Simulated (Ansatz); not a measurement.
Species: GaOFH2, charge 0, singlet. GaOFH2 (SMILES [OH][GaH][F]).
B3LYP-D3(BJ)/def2-TZVP minimum from Ansatz (an electronic-structure program):
```xyz
5

Ga    -0.1788    -0.2724     0.0962
H     -0.9357    -1.5236     0.5723
F      1.4419     0.1016     0.6934
O     -0.7909     0.9263    -1.0691
H     -0.1706     1.6430    -1.2428
```
Charge 0, spin multiplicity 1.

Total energies in cc-pVDZ, 18 correlated electrons, 16 frozen orbitals. Open shells are spin-unrestricted; no spin-orbit coupling. Cores are frozen in correlated methods (noble-gas shells, and filled d and f shells in the p block). No relativity.

```tsv
method	program	energy (Eh)	minus CCSDT(Q) (mEh)
HF	Ansatz	-2098.75571	470.91
MP2	Ansatz	-2099.20397	22.65
CCSD	Ansatz	-2099.21611	10.51
CCSD(T)	Ansatz	-2099.22472	1.90
CCSDT(Q)	Ansatz	-2099.22662	0.00
```

Rough core times of Ansatz's runs on a shared machine: CCSD(T) under 20 s, CCSDT(Q) 70 s.
